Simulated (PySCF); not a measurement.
C₄H₄N, SMILES C1=C[N]C=C1 (connectivity only; charge and spin as stated), charge -1, multiplicity 1.

Geometry optimised at B3LYP-D3(BJ)/def2-SVPD. The spin state was assumed, not searched. The isomer is the one that the SMILES or the coordinates give; other isomers of the formula were not compared.

These are PySCF with B3LYP-D3(BJ)/def2-SVPD values and carry that method's errors.

No scaling factor is applied to the harmonic values.

**Question.** List the normal modes with their intensities. (The exact figures need the calculation; the answer reports its results.)

**Answer.** 
```tsv
mode	ν (cm⁻¹)	IR (km/mol)	moving atoms (share of kinetic energy)
1	629	0.0	C 78 %, H 22 %
2	651	126.8	H 83 %, C 17 %
3	683	0.0	N 41 %, C 41 %, H 18 %
4	692	0.0	H 78 %, C 22 %
5	765	20.5	H 78 %, C 21 %
6	792	0.0	H 76 %, C 24 %
7	879	6.7	C 40 %, N 35 %, H 25 %
8	894	0.0	C 86 %, H 11 %
9	1006	30.0	H 70 %, N 16 %, C 15 %
10	1020	7.7	H 73 %, C 26 %
11	1098	14.4	H 66 %, C 33 %
12	1191	1.1	C 75 %, N 16 %, H 9 %
13	1232	0.4	H 66 %, N 26 %, C 9 %
14	1313	2.6	C 51 %, N 30 %, H 20 %
15	1396	0.4	C 87 %, H 11 %
16	1454	7.8	C 78 %, H 22 %
17	1468	31.4	C 59 %, H 30 %, N 10 %
18	3118	60.7	H 92 %
19	3123	39.8	H 92 %, C 8 %
20	3149	122.9	H 92 %, C 8 %
21	3170	47.9	H 90 %, C 10 %
```
